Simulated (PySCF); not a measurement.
# M06-L on Sn⁺ (tin, charge +1)

Configuration: [Kr] 4d10 5s2 5p1, 2P determinant. All numbers are calculated (PySCF 2.14, a scalar-relativistic core potential, in cc-pVTZ-PP with ECP28MDF).

```
Total energy                                                  : -214.1429 hartree
One-electron energy                                           : -369.8716 hartree
Hartree (Coulomb) energy                                      : 173.6981 hartree
Exchange-correlation energy                                   : -17.9694 hartree
⟨S²⟩                                                          : 0.7515
⟨L²⟩                                                          : 2.007
Sum of ⟨r⟩                                                    : 25.57 bohr
Sum of ⟨r²⟩                                                   : 42.59 bohr²
Traceless quadrupole moment −½Σ⟨3z² − r²⟩ along its main axis : -3.85 e·bohr²
Time after the integrals                                      : 1.1 s of wall time on 1 thread of Neoverse-N1 (shared host)
```

| shell | electrons | mean orbital energy (eV) | spread (eV) | rms radius, mean of both spins (bohr) |
| --- | --- | --- | --- | --- |
| 4s α | 1 | -144.48 | 0 | 0.877 |
| 4s β | 1 | -144.45 | 0 | 0.877 |
| 4p α | 3 | -99.636 | 0.463 | 0.951 |
| 4p β | 3 | -99.594 | 0.503 | 0.951 |
| 4d α | 5 | -34.343 | 0.447 | 1.18 |
| 4d β | 5 | -34.227 | 0.588 | 1.18 |
| 5s α | 1 | -18.014 | 0 | 2.46 |
| 5s β | 1 | -17.352 | 0 | 2.46 |
| 5p α | 1 | -10.437 | 0 | 3.08 |

Energies and moments cover only the electrons outside the core potential.
